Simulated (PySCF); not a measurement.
Question: Write Cartesian coordinates for InChI=1S/C3H9BSi/c1-3(4)5-2/h1,4-5H2,2H3 as optimised with PBE0-D3(BJ)/def2-SVP.

Answer: 
```
atom  x, y, z in Å
B1     1.0936    1.4655    0.7306
C2     0.9500    0.0847    0.0445
C3     1.9630   -0.3248   -0.7525
Si4   -0.5801   -0.9807    0.3015
C5    -2.1264   -0.0770   -0.2690
H6     0.2341    1.9104    1.4604
H7     2.0900    2.1290    0.5385
H8     1.9588   -1.2892   -1.2786
H9     2.8505    0.3024   -0.9106
H10   -0.7117   -1.3178    1.7552
H11   -0.4125   -2.2611   -0.4612
H12   -3.0241   -0.6950   -0.1136
H13   -2.2543    0.8601    0.2949
H14   -2.0613    0.1724   -1.3392
```

Orientation and origin are arbitrary. Atoms count from 1 in this order. Si4 (SiH2 silicon) is tetrahedral (angles from 108.1° to 110.8°). B1 (three-coordinate boron) is planar (angles 121.9°, 119.6° and 118.5°, sum 360.0°, 0.00 Å off the plane of its three neighbours). Of the pairs four or more bonds apart, H7···H9 is among the closest relative to their van der Waals radii: 2.45 Å, 102 % of the sum of Bondi's values.

Bonds between heavy atoms (Å): B1–C2 1.548, C2=C3 1.352, C2–Si4 1.882, Si4–C5 1.880.

Computed, not measured: PySCF, PBE0-D3(BJ)/def2-SVP geometry optimisation, gas phase.

Point group: C1 (no symmetry element, even within 0.4 Å). Not checked by PBE0-D3(BJ)/def2-SVP frequencies. One conformer, not necessarily the lowest (B1–C2–Si4–C5 60°).

The run took 2.3 min of wall time on one thread, Arm Neoverse V1 (aarch64), no GPU, shared host with 32 logical CPUs at a one-minute load of 29, and the process peaked at 0.50 GiB of memory. These figures are those of the optimisation.
